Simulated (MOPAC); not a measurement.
MOPAC input (PM6):

```
PM6 FORCE THERMO(298,298) PRECISE LET GEO-OK AUX(PRECISION=9) THREADS=1
ClTl

Tl    0.00000000 1    0.00000000 1   -0.47785254 1
Cl    0.00000000 1    0.00000000 1    2.13154057 1
```

**Question.** Which zero-point energy does it print?

**Answer.** 0.36 kcal/mol, from the harmonic wavenumbers of PM6.
